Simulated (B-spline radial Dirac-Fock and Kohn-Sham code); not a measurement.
EELS cross sections of the Ni M1 (3s) edge

System: the free nickel atom, configuration [Ar] 3d8 4s2. Method: the first Born approximation with generalised oscillator strengths from a Dirac-Hartree-Slater potential (longitudinal and transverse terms; continuum final states only, so no white lines or fine structure). Computed with a radial B-spline solver. The edge is taken at 110.8 eV (tabulated value).

Input file task.json (cfg lists n, l and occupation; rrms is the nuclear radius in fm):

```json
{"items": [{
  "Z": 28,
  "q": 0,
  "cfg": [[1, 0, 2], [2, 0, 2], [2, 1, 6], [3, 0, 2], [3, 1, 6], [3, 2, 8], [4, 0, 2]],
  "A": 58,
  "rrms": 3.7757,
  "do": "eels",
  "beams": [[60, 5], [60, 10], [60, 20], [60, 100], [80, 10], [80, 100], [100, 10], [120, 5], [200, 5], [200, 50], [300, 5], [300, 10], [300, 20], [300, 50]],
  "edges": {"M1": 110.8}
}]}
```

Run with: `python xray2_run.py task.json out`

Partial cross sections σ(β, Δ) in barn, integrated over a window Δ above the edge and up to the collection semi-angle β, for parallel illumination:

| E₀ (kV) | β (mrad) | Δ = 25 eV | Δ = 50 eV | Δ = 100 eV | Δ = 200 eV | Δ = 300 eV |
| --- | --- | --- | --- | --- | --- | --- |
| 60 | 5 | 2000 | 3400 | 5160 | 6620 | 7130 |
| 60 | 10 | 2790 | 4840 | 7570 | 10100 | 11000 |
| 60 | 20 | 3460 | 6100 | 9870 | 13600 | 15100 |
| 60 | 100 | 4940 | 8830 | 15100 | 22900 | 26900 |
| 80 | 10 | 2460 | 4280 | 6750 | 9080 | 10000 |
| 80 | 100 | ? | ? | ? | ? | ? |
| 100 | 10 | 2230 | 3890 | 6180 | 8370 | 9270 |
| 120 | 5 | 1630 | 2820 | 4380 | 5800 | 6350 |
| 200 | 5 | 1410 | 2460 | 3880 | 5220 | 5770 |
| 200 | 50 | 2310 | 4130 | 7030 | 10600 | 12400 |
| 300 | 5 | 1300 | 2270 | 3610 | 4920 | 5470 |
| 300 | 10 | 1510 | 2670 | 4370 | 6110 | 6860 |
| 300 | 20 | 1790 | 3180 | 5330 | 7710 | 8750 |
| 300 | 50 | 1940 | 3460 | 5880 | 8840 | 10400 |

Task: Give the row for 80 kV and 100 mrad.

Result: 4030 b for 25 eV, 7210 b for 50 eV, 12300 b for 100 eV, 18700 b for 200 eV, 22000 b for 300 eV.
